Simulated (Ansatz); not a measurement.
Ansatz (a first-principles code) input (HF/STO-3G):

Ansatz 0.2 input:
```yaml
crystal:
  periodic: [false, false, false]
  atoms:
    - {symbol: Zr, position_ang: [-0.00000000, -0.00000000, -0.28629840]}
    - {symbol: O, position_ang: [0.00000000, 0.00000000, 1.43149202]}
basis:
  gaussian:
    orbitals: STO-3G
hamiltonian:
  xc: {name: HF}
relax: {f_tol: 0.003, max_steps: 120}
```

**Question.** What final total energy does it give?

**Answer.** -3577.00143 Eh.
